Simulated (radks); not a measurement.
Values are calculated unless marked as measured or tabulated.
Task: The caesium ion Cs+, [Xe]. Level of theory: non-relativistic Kohn-Sham, exchange-only PBE, spin-polarised, spherical densities, point nucleus (a radial shooting solver on a logarithmic mesh with Libxc functionals). Every spin shell is full or empty, so the densities are truly spherical. Functionals are evaluated on that one density, not self-consistently. Rank these exchange functionals by their error against the exact value of the orbitals, and give that value: LDA, PW86, WC, AM05, EV93, APBE, SCAN, TASK.

Result: Exact: -183.911 hartree. From best to worst, with 100 (|E| - |E exact|)/|E exact| (equal figures are ties): SCAN +0.14, PW86 -0.25, APBE +0.27, EV93 -0.38, WC -0.84, TASK -2.20, AM05 -4.39, LDA -4.69.
